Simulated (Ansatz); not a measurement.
Total energies of the cluster AlCu₂⁺ (the lowest singlet isomer of a short search) from Ansatz at BLYP-D4/def2-TZVP, gas phase (1 Eh = 27.2114 eV = 2625.5 kJ/mol). The reference geometry is relaxed at PBE-D4/def2-TZVP.

Cartesian coordinates in Å:
```
Cu 1.867 0.376 -1.282
Cu -1.867 -0.376 1.282
Al 0.000 0.000 0.000
```

```csv
state,geometry,energy (Eh)
charge 1 singlet,reference,-3523.48651
charge 0 doublet,reference,-3523.69109
charge 1 triplet,relaxed at PBE-D4/def2-TZVP,-3523.44102
charge 1 quintet,relaxed at PBE-D4/def2-TZVP,-3523.30438
```

Work out the vertical electron affinity, to the doublet.

E(charge 1 singlet) − E(charge 0 doublet) = -3523.48651 − (-3523.69109) = 0.20458 Eh = 5.57 eV.

Which of the charge 1 states is lowest, and how far above it are the others?

The singlet. triplet: -3523.44102 − (-3523.48651) = 0.04549 Eh = 119.4 kJ/mol; quintet: -3523.30438 − (-3523.48651) = 0.18213 Eh = 478.2 kJ/mol. The triplet differs in its bonds from the reference. The quintet differs in its bonds from the reference.

At BLYP-D4/def2-TZVP the gap within one spin of the charge 1 quintet nearly closes, so an electron or hole may be smeared out by delocalisation error. 

The structure comes from a short search, and lower isomers may exist.
